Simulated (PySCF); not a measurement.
PySCF input file for C₂H₁₂OSi₃, SMILES C[C@@H]([SiH3])O[SiH2][SiH3], B3LYP-D3(BJ)/def2-SVP. The structure is a stationary point at B3LYP-D3(BJ)/def2-SVP. The structure was generated by enumeration; whether it is a known compound was not checked. The values are those of a single conformer.

```python
import numpy as np
from pyscf import gto, scf, dft, df
from pyscf.hessian import thermo

mol = gto.M(
    atom='''
    C    -1.08097482   -1.79365390   -0.00236927
    C    -0.98799678   -0.30525974   -0.32704821
    Si   -2.68106148    0.53423204   -0.59908586
    O    -0.37032621    0.43272536    0.73083733
    Si    1.23966248    0.33580056    1.18783500
    Si    2.62730131    0.04658305   -0.69868755
    H    -1.64941059   -1.95580036    0.92701349
    H    -0.07883272   -2.23536237    0.13302985
    H    -1.57947969   -2.34355267   -0.81647610
    H    -0.39745923   -0.18229333   -1.25930167
    H    -3.39779617   -0.12698719   -1.73175625
    H    -3.49988464    0.40268968    0.63933250
    H    -2.47800213    1.97408871   -0.92117443
    H     1.55398411    1.61199099    1.88635712
    H     1.47939595   -0.78929202    2.14473681
    H     2.36950047   -1.27067377   -1.35535458
    H     2.39288715    1.12599810   -1.70376811
    H     4.05890436    0.08825442   -0.27369453
    ''',
    basis='def2-SVP',
    charge=0,
    spin=0,
    max_memory=1600,
    verbose=3,
)
mf = dft.RKS(mol, xc='b3lyp').density_fit(auxbasis='def2-universal-jkfit')
mf.disp = 'd3bj'
mf.grids.level = 3
mf.conv_tol = 1e-11
mf.max_cycle = 100
mf.kernel()

# [left out here: the lines that compute and print the analytic Hessian (its translational invariance restored by hand, since the grid's response is missing), thermochemistry and intensities]
```

Program output:

```
converged SCF energy = -1026.84423489053

WARN: DFTD3 does not support analytical Hessian, using finite difference


WARN: Mole.unit (angstrom) is changed to Bohr

Mode                                 0                   1                   2
Irrep
Freq [cm^-1]                       34.6200             59.0724             95.9857
Reduced mass [au]                   3.6270              3.1553              2.1448
Force const [Dyne/A]                0.0026              0.0065              0.0116
Char temp [K]                      49.8105             84.9920            138.1020
Normal mode                   x     y     z       x     y     z       x     y     z
       0   C                -0.09 -0.04  0.10   -0.05  0.01  0.07   -0.07 -0.05 -0.04
       1   C                -0.00 -0.06  0.04   -0.04 -0.01 -0.02   -0.03 -0.05 -0.02
       2  Si                 0.06  0.03 -0.05   -0.05 -0.01  0.02   -0.00  0.03  0.04
       3   O                 0.00 -0.05  0.04    0.01  0.04 -0.09   -0.01 -0.08 -0.01
       4  Si                 0.01 -0.03  0.01   -0.01 -0.05 -0.03   -0.00  0.05 -0.03
       5  Si                -0.02  0.07 -0.03    0.09  0.04  0.03    0.06  0.00  0.02
       6   H                -0.13  0.03  0.09   -0.01  0.07  0.11   -0.09 -0.05 -0.05
       7   H                -0.12 -0.08  0.15   -0.05 -0.00  0.04   -0.09 -0.07 -0.04
       8   H                -0.09 -0.04  0.10   -0.10 -0.03  0.12   -0.08 -0.02 -0.06
       9   H                 0.04 -0.12  0.06   -0.08 -0.07 -0.05   -0.03 -0.05 -0.02
      10   H                 0.06  0.02 -0.05   -0.11 -0.07  0.10   -0.08  0.09  0.05
      11   H                 0.00  0.13 -0.08    0.02  0.07  0.07    0.04  0.05  0.07
      12   H                 0.15  0.00 -0.11   -0.05 -0.03 -0.08    0.06  0.03  0.06
      13   H                -0.01 -0.05  0.05   -0.00 -0.11  0.07   -0.07  0.11 -0.12
      14   H                 0.06 -0.06 -0.04   -0.09 -0.12 -0.10    0.07  0.13  0.05
      15   H                 0.02  0.07 -0.06    0.06  0.11 -0.11    0.29 -0.14  0.21
      16   H                -0.10  0.08 -0.00    0.21  0.14  0.11   -0.08 -0.18 -0.14
      17   H                -0.01  0.13 -0.07    0.06 -0.08  0.12    0.04  0.30  0.06
Mode                                 3                   4                   5
Irrep
Freq [cm^-1]                      116.2274            145.9215            182.3169
Reduced mass [au]                   1.3548              1.3050              2.2303
Force const [Dyne/A]                0.0108              0.0164              0.0437
Char temp [K]                     167.2254            209.9485            262.3135
Normal mode                   x     y     z       x     y     z       x     y     z
       0   C                -0.03 -0.04 -0.02    0.05 -0.03 -0.03    0.03 -0.04  0.04
       1   C                -0.01 -0.04  0.00    0.02 -0.03 -0.04    0.02 -0.06 -0.07
       2  Si                 0.01  0.01  0.01    0.03  0.02  0.02    0.05  0.02  0.04
       3   O                -0.02 -0.07  0.03   -0.00 -0.00 -0.05    0.01  0.02 -0.12
       4  Si                 0.00  0.06 -0.02   -0.02  0.00  0.02   -0.03  0.01  0.01
       5  Si                 0.01 -0.00  0.00   -0.04  0.00  0.01   -0.04  0.01  0.02
       6   H                -0.06 -0.05 -0.04    0.03 -0.05 -0.04    0.09  0.04  0.09
       7   H                -0.04 -0.05 -0.01    0.06 -0.00 -0.01    0.03 -0.04 -0.01
       8   H                -0.02 -0.02 -0.04    0.08 -0.04 -0.04   -0.04 -0.09  0.11
       9   H                 0.00 -0.03  0.01    0.01 -0.03 -0.04    0.00 -0.11 -0.08
      10   H                -0.00  0.06 -0.01   -0.25 -0.21  0.34    0.03  0.31 -0.12
      11   H                -0.00  0.00 -0.00    0.27  0.44  0.22    0.03 -0.22 -0.00
      12   H                 0.06  0.01  0.04    0.11 -0.09 -0.40    0.13  0.08  0.36
      13   H                -0.04  0.12 -0.10   -0.05  0.01  0.02   -0.07  0.01  0.02
      14   H                 0.08  0.13  0.04   -0.05  0.01  0.03   -0.10  0.01  0.03
      15   H                -0.32  0.17 -0.22   -0.08  0.02  0.00   -0.09  0.02  0.01
      16   H                 0.39  0.22  0.16   -0.06  0.02  0.03   -0.09  0.02  0.04
      17   H                -0.00 -0.48  0.11   -0.02 -0.02 -0.04   -0.02 -0.01 -0.06
Mode                                 6                   7                   8
Irrep
Freq [cm^-1]                      222.5544            247.1257            306.8610
Reduced mass [au]                   3.0120              1.1005              2.4949
Force const [Dyne/A]                0.0879              0.0396              0.1384
Char temp [K]                     320.2063            355.5588            441.5047
Normal mode                   x     y     z       x     y     z       x     y     z
       0   C                 0.13 -0.03  0.04   -0.03  0.02  0.01   -0.06  0.04 -0.02
       1   C                -0.03 -0.02  0.04    0.03  0.01 -0.02    0.06  0.03 -0.02
[...]
       3   O                -0.00  0.00 -0.00   -0.00  0.00 -0.00    0.00  0.00  0.00
       4  Si                 0.00 -0.00  0.00    0.00 -0.00  0.00    0.00  0.01  0.00
       5  Si                 0.00  0.00 -0.00    0.02 -0.02  0.02    0.00  0.00 -0.00
       6   H                -0.00 -0.00  0.00   -0.00  0.00  0.00    0.00 -0.00 -0.00
       7   H                 0.00  0.00  0.00    0.00  0.00  0.00   -0.00 -0.00  0.00
       8   H                -0.00  0.00 -0.00   -0.00  0.00 -0.00   -0.00  0.00 -0.00
       9   H                -0.00  0.00 -0.01   -0.00 -0.00  0.00    0.01 -0.00 -0.00
      10   H                 0.46  0.43  0.73    0.03  0.02  0.04    0.06  0.04  0.07
      11   H                 0.04  0.00 -0.08   -0.01 -0.00  0.01   -0.48 -0.08  0.73
      12   H                -0.02 -0.07  0.01   -0.00 -0.02  0.00    0.06  0.36 -0.09
      13   H                 0.01  0.03  0.02   -0.01 -0.03 -0.02   -0.04 -0.17 -0.09
      14   H                -0.01  0.04 -0.03   -0.02  0.10 -0.08    0.00 -0.00  0.01
      15   H                 0.00  0.02  0.01    0.03  0.09  0.06   -0.00 -0.00 -0.00
      16   H                 0.02 -0.08  0.08   -0.12  0.57 -0.53    0.00 -0.02  0.02
      17   H                -0.05 -0.00 -0.02   -0.53 -0.02 -0.15   -0.01  0.00 -0.00
Mode                                42                  43                  44
Irrep
Freq [cm^-1]                     2235.4687           2239.6474           2959.6723
Reduced mass [au]                   1.0417              1.0485              1.0829
Force const [Dyne/A]                3.0670              3.0987              5.5887
Char temp [K]                    3216.3417           3222.3540           4258.3094
Normal mode                   x     y     z       x     y     z       x     y     z
       0   C                 0.00  0.00  0.00   -0.00 -0.00  0.00    0.00 -0.00 -0.00
       1   C                -0.00 -0.00 -0.00    0.00  0.00 -0.00   -0.04 -0.01  0.06
       2  Si                -0.01 -0.00  0.01    0.01  0.03 -0.02   -0.00 -0.00  0.00
       3   O                 0.00  0.00  0.00   -0.00 -0.00  0.00    0.00  0.00  0.00
       4  Si                 0.01  0.03  0.02    0.00  0.00  0.00   -0.00  0.00 -0.00
       5  Si                 0.00  0.01 -0.00    0.00  0.00 -0.00    0.00  0.00  0.00
       6   H                -0.00  0.00  0.00    0.00 -0.00  0.00   -0.02 -0.00  0.03
       7   H                -0.00 -0.00 -0.00    0.00  0.00  0.00   -0.03  0.01 -0.01
       8   H                 0.00  0.00 -0.00    0.00 -0.00  0.00    0.01  0.01  0.02
       9   H                -0.00  0.00 -0.00    0.00 -0.00 -0.01    0.52  0.11 -0.79
      10   H                 0.00  0.00  0.01   -0.01 -0.00 -0.03   -0.00  0.00 -0.00
      11   H                 0.13  0.02 -0.20   -0.19 -0.02  0.29    0.00  0.00 -0.00
      12   H                 0.01  0.06 -0.01   -0.12 -0.87  0.19   -0.00  0.00 -0.00
      13   H                -0.19 -0.80 -0.43   -0.03 -0.12 -0.07    0.00  0.00 -0.00
      14   H                -0.00  0.01  0.01    0.00 -0.01  0.01    0.00 -0.00  0.00
      15   H                -0.01 -0.06 -0.03   -0.00 -0.02 -0.01   -0.00 -0.00 -0.00
      16   H                 0.02 -0.07  0.07    0.01 -0.03  0.03   -0.00  0.00 -0.00
      17   H                -0.11 -0.00 -0.03   -0.01 -0.00 -0.00    0.00 -0.00 -0.00
Mode                                45                  46                  47
Irrep
Freq [cm^-1]                     3020.4677           3097.7788           3119.3557
Reduced mass [au]                   1.0373              1.1018              1.1043
Force const [Dyne/A]                5.5759              6.2297              6.3311
Char temp [K]                    4345.7806           4457.0140           4488.0584
Normal mode                   x     y     z       x     y     z       x     y     z
       0   C                 0.01 -0.05  0.01   -0.09 -0.00 -0.01    0.01 -0.02 -0.09
       1   C                 0.00  0.00 -0.00   -0.00  0.00  0.00    0.00  0.00 -0.00
       2  Si                -0.00  0.00 -0.00    0.00 -0.00  0.00   -0.00 -0.00 -0.00
       3   O                -0.00 -0.00 -0.00    0.00  0.00  0.00    0.00  0.00  0.00
       4  Si                 0.00 -0.00  0.00   -0.00  0.00  0.00    0.00  0.00 -0.00
       5  Si                 0.00 -0.00 -0.00    0.00  0.00 -0.00   -0.00 -0.00 -0.00
       6   H                 0.26  0.06 -0.42    0.22  0.06 -0.39   -0.36 -0.10  0.57
       7   H                -0.63  0.26 -0.08    0.61 -0.27  0.08   -0.02  0.01 -0.02
       8   H                 0.23  0.24  0.37    0.21  0.25  0.37    0.30  0.32  0.48
       9   H                -0.01 -0.00  0.02    0.02  0.00 -0.02   -0.02 -0.01  0.04
      10   H                 0.00  0.00  0.00    0.00  0.00  0.00    0.00  0.00  0.00
      11   H                 0.00  0.00 -0.00    0.00  0.00 -0.00   -0.00 -0.00  0.00
      12   H                 0.00 -0.00  0.00    0.00  0.00 -0.00   -0.00  0.00  0.00
      13   H                -0.00  0.00 -0.00    0.00 -0.00  0.00   -0.00 -0.00  0.00
      14   H                 0.00  0.00 -0.00   -0.00 -0.00 -0.00   -0.00 -0.00  0.00
      15   H                 0.00  0.00  0.00   -0.00 -0.00 -0.00    0.00  0.00  0.00
      16   H                 0.00  0.00 -0.00   -0.00 -0.00  0.00    0.00  0.00  0.00
      17   H                -0.00  0.00  0.00   -0.00 -0.00  0.00   -0.00  0.00  0.00
temperature 298.1500 [K]
pressure 101325.00 [Pa]
Rotational constants [GHz] 2.98986 0.82353 0.79934
Symmetry number 1
Zero-point energy (ZPE) 0.12674 [Eh]   332746.002 [J/mol]
                           tot       elec      trans        rot        vib
Entropy [J/mol/K]       435.673      0.000    170.049    123.347    142.277
Cv [J/mol/K]            165.200      0.000     12.472     12.472    140.257
Cp [J/mol/K]            173.515      0.000     20.786     12.472    140.257
Internal energy [J/mol]                      3718.434   3718.434 354529.130
Internal energy [Eh]   -1026.70637  -1026.84423
Enthalpy [J/mol]                             6197.391   3718.434 354529.130
Enthalpy [Eh]          -1026.70543
Gibbs free energy [J/mol]                  -44502.718 -33057.566 312109.325
Gibbs free energy [Eh] -1026.75490
mode   freq/cm-1   IR/(km/mol)
   1       34.62         0.097
   2       59.07         0.791
   3       95.99         0.564
   4      116.23         0.580
   5      145.92         0.645
   6      182.32         2.793
   7      222.55         1.843
   8      247.13         0.333
   9      306.86         2.547
  10      358.84        17.941
  11      404.15        12.272
  12      410.74         2.294
  13      516.65        26.843
  14      562.69        16.071
  15      617.49         4.329
  16      630.61        23.675
  17      721.35        23.459
  18      741.83        18.173
  19      755.38        21.465
  20      830.97       558.983
  21      905.34        36.200
  22      922.42       293.611
  23      942.05        34.422
  24      944.54        25.245
  25      947.93        47.662
  26      952.96        48.592
  27      959.22        13.845
  28      966.72       123.186
  29     1016.51        16.063
  30     1104.19        68.737
  31     1140.43       136.398
  32     1271.87         5.895
  33     1343.97        11.831
  34     1393.81        10.516
  35     1458.87         4.302
  36     1472.76         1.823
  37     2185.61       108.563
  38     2202.79        47.260
  39     2209.44        84.534
  40     2209.81       117.565
  41     2214.41       106.203
  42     2231.38        58.991
  43     2235.47       125.994
  44     2239.65       131.999
  45     2959.67        26.006
  46     3020.47        14.918
  47     3097.78        23.416
  48     3119.36        11.522
max |gradient| / (hartree/bohr): 4.70997388431045e-05
APT charges: [-0.0103  0.3227  1.0448 -1.0803  1.2392  0.6383  0.0039 -0.0289  0.0047
 -0.0728 -0.2764 -0.2517 -0.253  -0.2705 -0.3116 -0.236  -0.2329 -0.2293]
```

The calculation finished and met its thresholds.
